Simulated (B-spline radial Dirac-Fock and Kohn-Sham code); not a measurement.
**Nd⁴⁺ 2p1/2: cross section and angular parameters**

System: neodymium as Nd⁴⁺ in the configuration [Xe] 4f2; threshold 6784.1 eV (orbital energy of the model). Method: Dirac-Hartree-Slater photoionisation with a Latter tail; cross sections with all multipoles, angular parameters from the dipole term and its interference with E2. Computed with an atomic code on a B-spline grid.

For linearly polarised light dσ/dΩ = σ/(4π) [1 + β P₂(cos θ) + (δ + γ cos²θ) sin θ cos φ], with θ from the polarisation vector and φ the angle between the beam and the projection of the electron momentum on the plane normal to the polarisation.

```csv
hν (eV),σ (kb),β,γ,δ
7410,27.7,1.278,-0.352,0.003
7670,25.4,1.329,-0.240,0.012
9251.7,15.4,1.427,0.302,0.040
11400,?,?,?,?
11600,8.23,1.426,0.847,0.063
15000,3.95,1.374,1.385,0.093
```

Q: Give the values at 11400 eV.

A: σ = 8.64 kb, β = 1.428, γ = 0.807, δ = 0.062.
